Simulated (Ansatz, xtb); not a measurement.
# A geometry optimisation of CH3BrClSi+ with r2SCAN-D4/def2-SVP

The starting geometry of this gas-phase singlet was built from a drawn formula by distance geometry and a force field; its bonds are those of `ClC[SiH+]Br`.

```yaml
atoms:
  - { symbol: C, position_ang: [-1.2374, -2.5625, -2.4723] }
  - { symbol: Br, position_ang: [-2.7245, 0.1024, -1.1126] }
  - { symbol: Cl, position_ang: [-0.8986, -4.3160, -2.3458] }
  - { symbol: Si, position_ang: [-1.9738, -1.9985, -0.8991] }
  - { symbol: H, position_ang: [-1.9072, -2.4216, -3.2902] }
  - { symbol: H, position_ang: [-0.3241, -2.0816, -2.6788] }
  - { symbol: H, position_ang: [-0.9581, -2.0183, 0.1868] }
```

Question: Predict what it relaxes into with r2SCAN-D4/def2-SVP.

Answer: A new bond forms, giving a structure with Cl3 bridging Si4 and C1, given below by its coordinates. Contacts that close: Cl3–Si4 (2.94 → 2.26 Å).

The energy falls by 1.53 eV over 16 steps:

| step | E − E(last) (eV) |
| --- | --- |
| 1 | 1.531 |
| 3 | 0.575 |
| 4 | 0.512 |
| 6 | 0.462 |
| 8 | 0.408 |
| 9 | 0.335 |
| 11 | 0.085 |
| 13 | 0.002 |
| 14 | 0.000 |
| 16 | 0.000 |

Final geometry (Å):

```yaml
atoms:
  - { symbol: C, position_ang: [-1.0254, -2.3561, -2.6742] }
  - { symbol: Br, position_ang: [-3.3732, -0.6756, -0.7759] }
  - { symbol: Cl, position_ang: [-1.8375, -3.8636, -1.8427] }
  - { symbol: Si, position_ang: [-1.5604, -1.7805, -1.0063] }
  - { symbol: H, position_ang: [-1.6171, -2.1124, -3.5666] }
  - { symbol: H, position_ang: [0.0232, -2.6135, -2.8773] }
  - { symbol: H, position_ang: [-0.6333, -1.8945, 0.1309] }
```

From the same start GFN2-xTB reaches the same bonding as this run.

No frequencies were run, so the end isn't proven a minimum. Run with Ansatz 0.2.0, 83 s on 1 thread of Intel(R) Xeon(R) Platinum 8259CL CPU @ 2.50GHz (Skylake/Cascade Lake) (shared host).
